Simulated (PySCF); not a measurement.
# How methods differ on the excitation energy of Be⁺

Be⁺ [He] 2s1 (2S) → Be⁺ [He] 2p1 (2P), as a difference of total energies. All numbers are calculated (PySCF 2.14, no relativity, point nucleus, in aug-cc-pVTZ with one added diffuse shell each of s, p, d, f type (6s5p4d3f, 62 functions)). The calculations carry no spin-orbit coupling.

```csv
method,excitation energy (eV)
UHF,3.992
LDA,3.502
PBE0,3.594
wB97X-V,3.727
BHandHLYP,3.715
MN15,3.543
BP86,3.402
```

Task: Estimate what r2SCAN gives.

Result: 3.533 eV, closest to MN15 among the rows shown.

Task: Estimate what PBE gives.

Result: 3.452 eV, closest to LDA among the rows shown.

For comparison: 3.959 eV (measured; NIST levels, between the centres of gravity of the two terms).
